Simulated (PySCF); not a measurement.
H2Cl3NTi, charge +1, doublet, geometry from GFN2-xTB (such geometries of metal compounds can be far from the true shape) (the multiplicity is a formal guess), with bond 2-1 at 2.2 times its length; PBE/STO-3G (PySCF).

The PySCF input:
```python
from pyscf import gto, scf, dft

mol = gto.M(
    atom='''
Ti   -0.159332   -0.287538   -0.030015
Cl    4.184116   -0.454229   -1.787357
Cl    0.049590    0.371138    1.989703
Cl   -1.030692    1.412705   -0.997611
N    -1.115634   -1.865280   -0.221192
H    -0.920946   -2.619670   -0.890115
H    -1.939956   -2.146664    0.322930
''',
    basis='sto-3g',
    charge=1,
    spin=1,
    verbose=4,
)

mf = dft.UKS(mol)
mf.xc = 'pbe'
mf.kernel()
mo_i, mo_e, stable_i, stable_e = mf.stability(internal=True, external=False, return_status=True, nroots=6, tol=1e-6)
print('internally stable:', stable_i, ' externally stable:', stable_e)
if not stable_i:
    umf = mf.copy()
    umf.scf_summary = {}
    umf.kernel(umf.make_rdm1(mo_i, mf.mo_occ))
```

It wrote (shortened):

```
PySCF version 2.14.0

[INPUT] verbose = 4
[INPUT] num. atoms = 7
[INPUT] num. electrons = 81
[INPUT] charge = 1
[INPUT] spin (= nelec alpha-beta = 2S) = 1
[INPUT] symmetry False subgroup None
[INPUT] Mole.unit = angstrom
[INPUT] Symbol           X                Y                Z      unit          X                Y                Z       unit  Magmom
[...]
nuclear repulsion = 448.449108763288
number of shells = 28
number of NR pGTOs = 156
number of NR cGTOs = 52
basis = sto-3g
ecp = {}

******** <class 'pyscf.dft.uks.UKS'> ********
method = UKS
initial guess = minao
damping factor = 0
level_shift factor = 0
DIIS = <class 'pyscf.scf.diis.CDIIS'>
diis_start_cycle = 1
diis_space = 8
diis_damp = 0
SCF conv_tol = 1e-09
SCF conv_tol_grad = None
SCF max_cycles = 50
direct_scf = True
direct_scf_tol = 1e-13
number electrons alpha = 41  beta = 40
XC library pyscf.dft.libxc version 7.1.2
    S. Lehtola, C. Steigemann, M. J. T. Oliveira, and M. A. L. Marques,  SoftwareX 7, 1–5 (2018)
XC functionals = pbe
    J. P. Perdew, K. Burke, and M. Ernzerhof,  Phys. Rev. Lett. 77, 3865 (1996)
    J. P. Perdew, K. Burke, and M. Ernzerhof,  Phys. Rev. Lett. 78, 1396 (1997)
    J. P. Perdew, K. Burke, and M. Ernzerhof,  Phys. Rev. Lett. 77, 3865 (1996)
    J. P. Perdew, K. Burke, and M. Ernzerhof,  Phys. Rev. Lett. 78, 1396 (1997)
radial grids:
    Treutler-Ahlrichs [JCP 102, 346 (1995); DOI:10.1063/1.469408] (M4) radial grids

becke partition: Becke, JCP 88, 2547 (1988); DOI:10.1063/1.454033
pruning grids: <function nwchem_prune>
grids dens level: 3
symmetrized grids: False
atomic radii adjust function: <function treutler_atomic_radii_adjust>
small_rho_cutoff = 0
Set gradient conv threshold to 3.16228e-05
tot grids = 111064
init E= -2259.22646998676

cycle= 1 E= -2260.29172450202  delta_E= -1.07  |g|= 0.508  |ddm|= 2.68
cycle= 2 E= -2252.32774771441  delta_E= 7.96  |g|=  3.2  |ddm|= 4.25

cycle= 3 E= -2259.90260989555  delta_E= -7.57  |g|= 0.61  |ddm|= 3.94
cycle= 4 E= -2259.02463859826  delta_E= 0.878  |g|= 0.75  |ddm|= 2.83
cycle= 5 E= -2260.468094839  delta_E= -1.44  |g|= 0.176  |ddm|= 2.31
cycle= 6 E= -2259.02524018356  delta_E= 1.44  |g|= 0.537  |ddm|=  2.4
cycle= 7 E= -2260.49225007894  delta_E= -1.47  |g|= 0.0589  |ddm|= 2.39
cycle= 8 E= -2260.49422781526  delta_E= -0.00198  |g|= 0.0225  |ddm|= 0.092
cycle= 9 E= -2260.4945250099  delta_E= -0.000297  |g|= 0.0126  |ddm|= 0.0286
cycle= 10 E= -2260.49468451468  delta_E= -0.00016  |g|= 0.00577  |ddm|= 0.0334
[...]
converged SCF energy = -2260.49475231651  <S^2> = 0.75121827  2S+1 = 2.0012179
<class 'pyscf.dft.uks.UKS'> wavefunction has an internal instability
internally stable: False  externally stable: None
[...]
    J. P. Perdew, K. Burke, and M. Ernzerhof,  Phys. Rev. Lett. 77, 3865 (1996)
    J. P. Perdew, K. Burke, and M. Ernzerhof,  Phys. Rev. Lett. 78, 1396 (1997)
radial grids:
    Treutler-Ahlrichs [JCP 102, 346 (1995); DOI:10.1063/1.469408] (M4) radial grids

becke partition: Becke, JCP 88, 2547 (1988); DOI:10.1063/1.454033
pruning grids: <function nwchem_prune>
grids dens level: 3
symmetrized grids: False
atomic radii adjust function: <function treutler_atomic_radii_adjust>
small_rho_cutoff = 0
Set gradient conv threshold to 3.16228e-05
init E= -2260.49480172297
cycle= 1 E= -2260.49480293035  delta_E= -1.21e-06  |g|= 0.000139  |ddm|= 0.0186
cycle= 2 E= -2260.49480357491  delta_E= -6.45e-07  |g|= 0.00029  |ddm|= 0.0183
cycle= 3 E= -2260.49480385146  delta_E= -2.77e-07  |g|= 4.36e-05  |ddm|= 0.00564
cycle= 4 E= -2260.49480425251  delta_E= -4.01e-07  |g|= 3.87e-05  |ddm|= 0.0108
cycle= 5 E= -2260.49480446653  delta_E= -2.14e-07  |g|= 3.11e-05  |ddm|= 0.00577
cycle= 6 E= -2260.49480493081  delta_E= -4.64e-07  |g|= 3.06e-05  |ddm|= 0.0126
cycle= 7 E= -2260.49480774289  delta_E= -2.81e-06  |g|= 2.89e-05  |ddm|= 0.0792
cycle= 8 E= -2260.49481780106  delta_E= -1.01e-05  |g|= 5.86e-05  |ddm|= 0.36
cycle= 9 E= -2260.49481829979  delta_E= -4.99e-07  |g|= 7.12e-05  |ddm|= 0.0255
cycle= 10 E= -2260.49482060391  delta_E= -2.3e-06  |g|= 7.15e-05  |ddm|= 0.146
cycle= 11 E= -2260.49482206399  delta_E= -1.46e-06  |g|= 9.02e-05  |ddm|= 0.21
cycle= 12 E= -2260.49482207161  delta_E= -7.62e-09  |g|= 9.17e-05  |ddm|= 0.00595
cycle= 13 E= -2260.49482207477  delta_E= -3.16e-09  |g|= 8.66e-05  |ddm|= 0.000587
cycle= 14 E= -2260.49482207664  delta_E= -1.87e-09  |g|= 8.41e-05  |ddm|= 0.000626
cycle= 15 E= -2260.49482207874  delta_E= -2.1e-09  |g|= 7.04e-05  |ddm|= 0.00246
cycle= 16 E= -2260.49482206074  delta_E= 1.8e-08  |g|= 8.09e-06  |ddm|= 0.0163
cycle= 17 E= -2260.49482209859  delta_E= -3.78e-08  |g|= 5.92e-06  |ddm|= 0.0234
cycle= 18 E= -2260.4948221045  delta_E= -5.92e-09  |g|= 1.02e-06  |ddm|= 0.00698
cycle= 19 E= -2260.49482210761  delta_E= -3.11e-09  |g|= 3.25e-07  |ddm|= 0.00618
cycle= 20 E= -2260.49482210874  delta_E= -1.13e-09  |g|= 9.84e-08  |ddm|= 0.0057
cycle= 21 E= -2260.49482210876  delta_E= -2.23e-11  |g|= 4.73e-08  |ddm|= 0.000888
Extra cycle  E= -2260.49482210876  delta_E=    0  |g|= 9.38e-08  |ddm|= 4.15e-06
converged SCF energy = -2260.49482210876  <S^2> = 0.75121868  2S+1 = 2.0012183
```
